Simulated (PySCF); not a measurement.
Compound: C5H9OPS.
Cartesian coordinates in Å at the GFN2-xTB level; atoms count from 1:
```
atom  x, y, z in Å
C1    -1.7194   -0.2520    1.4739
C2    -1.6526    0.3783    0.0906
P3    -0.6510   -0.6999   -1.0366
S4    -1.1735   -2.5635   -1.1826
C5     0.2578    0.2893   -2.2499
C6     1.0331   -0.0544   -1.2063
O7     2.2841   -0.0220   -0.8035
C8     2.5290   -0.5667    0.4838
H9    -2.3848    0.3149    2.1214
H10   -0.7311   -0.2842    1.9312
H11   -2.0936   -1.2721    1.3984
H12   -1.2024    1.3720    0.1063
H13   -2.6530    0.4456   -0.3469
H14    0.3352    0.7427   -3.2156
H15    3.6035   -0.7220    0.5564
H16    2.2055    0.1312    1.2621
H17    2.0060   -1.5193    0.6072
```

The calculation used TDDFT CAM-B3LYP/def2-SVPD, vertical, gas phase, core orbitals frozen in the response in PySCF 2.14.0, density-fitted response routines.

Kohn–Sham orbitals with the atoms that hold most of them (Löwdin shares over 4%, at most four atoms; ? is withheld):

```json
{"orbital": "LUMO+2", "ε (eV)": "1.15", "atoms": "P3 17%, S4 17%, C1 12%, C2 8%"}
{"orbital": "LUMO+1", "ε (eV)": "0.94", "atoms": "C5 22%, C6 17%, P3 12%, S4 11%"}
{"orbital": "LUMO", "ε (eV)": "?", "atoms": "?"}
{"orbital": "HOMO", "ε (eV)": "-7.69", "atoms": "S4 64%, P3 16%, C6 7%, C5 5%"}
{"orbital": "HOMO-1", "ε (eV)": "-7.84", "atoms": "?"}
{"orbital": "HOMO-2", "ε (eV)": "-8.87", "atoms": "C5 29%, O7 19%, C6 16%, S4 9%"}
{"orbital": "HOMO-3", "ε (eV)": "-10.62", "atoms": "P3 23%, C6 17%, S4 17%, O7 16%"}
```

Problem. Give the leading atoms of the LUMO.

Solution. C6 (bonded to C, O and P) 19%; C5 (bonded to C, P and H) 17%; C8 (bonded to O and 3 H) 9%; O7 (bonded to 2 C) 9%. By element: carbon 45% or more, oxygen 9%.

Problem. Give the leading atoms of the HOMO-1.

Solution. S4 (bonded to P) 72%; P3 (bonded to 3 C and S) 12%; C5 (bonded to C, P and H) 5%.

Problem. What is the LUMO energy, and the HOMO–LUMO gap?

Solution. ε(LUMO) = 0.73 eV; the gap is 8.41 eV (0.3092 hartree).

Problem. The HOMO–LUMO gap is 8.41 eV. Where does the response calculation put the lowest singlet, and from which orbitals?

Solution. S1 is at 5.30 eV (f = 0.0021), 3.11 eV below the gap, made of HOMO→LUMO+1 (66%), HOMO→LUMO (14%). Its leading pair isn't HOMO and LUMO; the energies of that pair differ by 8.63 eV. Without the coupling terms of the response equations the lowest excitation would equal the gap.

Next come S2 at 5.32 eV (f 0.0050), HOMO-1→LUMO+2 (37%), HOMO-1→LUMO (30%), HOMO-1→LUMO+1 (8%); S3 at 5.44 eV (f 0.022), HOMO→LUMO (53%), HOMO→LUMO+3 (22%), HOMO→LUMO+4 (11%); S4 at 5.64 eV (f 0.021), HOMO-1→LUMO+1 (34%), HOMO-1→LUMO+2 (14%), HOMO-1→LUMO+3 (14%); S5 at 5.81 eV (f 0.111), HOMO→LUMO+2 (43%), HOMO-1→LUMO+1 (15%).

One conformer stands for the species.
